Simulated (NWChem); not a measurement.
Species: CdH2SeO; SMILES [OH][Cd][SeH]

```xyz
5

Cd    -0.0030     0.7326    -0.0023
O     -0.0282     2.7020    -0.0678
H     -0.0200     3.0871     0.8161
Se    -0.0309    -1.7087    -0.0044
H      1.4409    -1.7699    -0.0124
```
Atoms are numbered in this order, from 1.

Computed with NWChem. All runs use the structure optimised with PBE0/def2-SVP. def2 effective core potentials on Cd; no spin-orbit coupling. Ions are spin-unrestricted doublets at the neutral geometry. Hybrids' shares of exact exchange are those that their runs print; pure functionals count as 0. The functionals differ in more than this share.

```csv
row,share of exact exchange,ΔSCF ionisation energy minus −ε(HOMO) (eV)
PBE/def2-SVP,0.00,3.16
B3LYP/def2-SVP,0.20,2.57
PBE0/def2-SVP,0.25,2.31
BHandHLYP/def2-SVP,0.50,withheld
```

Fit a straight line of the last column on the one before it, predict the withheld value, and compare with the run.


1. Means of the 3 shown rows: x = 0.150, y = 2.680. Slope Σ(x − x̄)(y − ȳ)/Σ(x − x̄)² = -0.1145/0.03500 = -3.271; intercept 3.171.
2. The shown rows scatter about the line by 0.040 (root mean square); the largest residual is +0.05, at B3LYP/def2-SVP.
3. At x = 0.50 (BHandHLYP/def2-SVP; beyond the shown range) the line gives 1.54.
4. The run gives 1.26, -0.28 from the line, 7.0 times the scatter. The line crosses zero at a share of 0.97, outside the shown range.
